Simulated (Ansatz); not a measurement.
H₇InOSi (`[SiH3][OH+][InH3-]`), relaxed with RKS PBE-D4/def2-SVP in the Gaussian-basis code of Ansatz from a rough embedded geometry. The force threshold is 0.03 eV/Å; the program also tests the step.

Total charge 0; spin multiplicity 1. In: def2 effective core potential.

Start:

```xyz
10

Si   -0.942   -0.230    1.060
O     0.017   -1.064   -0.012
In    1.095    0.376   -0.881
H    -0.158    0.424    2.041
H    -1.855   -1.216    1.790
H    -1.867    0.720    0.366
H    -0.584   -1.403   -0.745
H     2.069    1.234    0.309
H    -0.010    1.536   -1.807
H     2.234   -0.376   -2.121
```

```
        step  energy (eV)  largest force (eV/Å)  largest move (Å)
           1  -15199.8647                 4.880             0.000
           2  -15201.0482                 1.868             0.195
           3  -15201.4310                 0.495             0.199
           4  -15201.4806                 0.213             0.200
           5  -15201.4978                 0.147             0.095
           6  -15201.5094                 0.360             0.200
7 (rejected)  -15201.3331                 2.285             0.195
           8  -15201.5141                 0.031             0.063
           9  -15201.5159                 0.010             0.064
          10  -15201.5174                 0.081             0.146
          11  -15201.5177                 0.059             0.029
          12  -15201.5200                 0.014             0.054
          13  -15201.5215                 0.058             0.101
          14  -15201.5221                 0.110             0.087
          15  -15201.5230                 0.086             0.015
          16  -15201.5248                 0.043             0.080
          17  -15201.5250                 0.098             0.195
          18  -15201.5269                 0.042             0.049
          19  -15201.5272                 0.079             0.043
          20  -15201.5280                 0.080             0.039
          21  -15201.5286                 0.087             0.102
          22  -15201.5293                 0.083             0.012
          23  -15201.5303                 0.008             0.046
          24  -15201.5310                 0.065             0.177
          25  -15201.5313                 0.050             0.035
          26  -15201.5329                 0.010             0.037
```

End:

```xyz
10

Si   -1.279   -0.226    1.064
O     0.053   -0.811    0.153
In    1.505    0.660   -1.147
H    -0.735    0.941    1.820
H    -1.740   -1.315    1.992
H    -2.409    0.176    0.160
H    -0.093   -1.630   -0.357
H     2.844    0.765   -0.031
H     0.305    1.939   -1.187
H     1.549   -0.499   -2.466
```

Hardware: 4 threads of an Arm Neoverse V2 on a shared host. Wall time 22 s, peak host memory 0.14 GiB.
